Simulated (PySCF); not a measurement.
TaOCl2, SMILES [Ta](=[O])([Cl])[Cl] (connectivity only; charge and spin as stated), neutral, multiplicity 2.

Geometry: B3LYP-D3(BJ)/def2-SVP. The spin state was assumed, not searched. The isomer is the one that the SMILES or the coordinates give; other isomers of the formula were not compared. The def2 effective core potentials stand for the cores of Ta; spin–orbit coupling is left out.

These are TDA-PBE/def2-SVPD run with PySCF 2.14.0 values and carry that method's errors.

Vertical excitations. 

```csv
state,energy (eV),λ (nm),f,main pairs
root 1,1.47,843,0.000,α HOMO→LUMO 100 %
root 2,2.83,438,0.010,α HOMO→LUMO+1 98 %
root 3,3.88,320,0.000,α HOMO−1→LUMO 99 %
root 4,4.01,309,0.000,β HOMO→LUMO 99 %
root 5,4.05,306,0.000,α HOMO−2→LUMO 98 %
root 6,4.15,299,0.002,β HOMO−1→LUMO 96 %
root 7,4.19,296,0.008,α HOMO→LUMO+2 95 %
root 8,4.23,293,0.000,α HOMO→LUMO+3 95 %
root 9,4.37,284,0.009,"α HOMO−3→LUMO 74 %, β HOMO−2→LUMO+1 22 %"
root 10,4.38,283,0.000,β HOMO→LUMO+1 98 %
```
Unrestricted roots are not spin-pure.
